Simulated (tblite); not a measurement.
Compound: C5H5O2Si (doublet state).
SMILES with atom numbers: `[CH:1]#[C:2][Si@@:3]1([O:4])[O:5][CH:6]=[C:7]1[CH3:8]` (hydrogens: H9 on C1; H10 on C6; H11, H12, H13 on C8)

Structure used (GFN2-xTB), in Å, numbered top down from 1:
```xyz
13
C5H5O2Si angstrom
C      2.791    0.897    0.538
C      2.056    0.006    0.205
Si     0.910   -1.345   -0.316
O      0.878   -2.151   -1.595
O      0.071   -1.809    1.073
C     -0.951   -0.912    1.026
C     -0.910   -0.103    0.001
C     -1.542    0.964   -0.754
H      3.445    1.665    0.834
H     -1.660   -0.959    1.844
H     -1.729    1.828   -0.111
H     -0.884    1.290   -1.560
H     -2.479    0.629   -1.202
```

Calculated harmonic vibrations of the isolated species, GFN2-xTB (tblite), most abundant isotopes, no scaling. The method is semi-empirical: single wavenumbers can be off by several per cent or more. Open shells enter through the occupations alone, without spin polarisation, and single modes of such species can be off by tens of per cent. The optimisation stopped once no atom felt more than 0.01 eV/Å.

Lowest wavenumbers of the output (negative numbers stand for imaginary wavenumbers):
```
mode    cm-1
  1     -89.8
  2      45.2
  3      88.3
  4     102.4
  5     165.9
  6     176.9
  7     249.5
  8     268.8
  9     301.2
 10     319.1
 11     357.7
 12     526.7
 13     653.0
 14     676.9
 15     678.1
```

Is this structure a minimum?

No. 1 mode is imaginary beyond 20i (90i cm⁻¹), so at this level the point lies at or near a first-order saddle.

Which atoms move in the imaginary mode?

90i: H11 (hydrogen on carbon) 34 %, H12 (hydrogen on carbon) 34 %, H13 (hydrogen on carbon) 30 %. These are shares of the mass-weighted motion.

What is the remedy?

Step along that mode in both directions, optimise again with tighter thresholds and repeat the frequencies. The zero-point energy of this point (51.8 kcal/mol) counts the 32 real modes alone, and thermal corrections from it aren't those of a minimum.

On one thread, Arm Neoverse V2 (aarch64) (shared host), this took 0.33 s of wall time. The figure is for the frequency step alone.
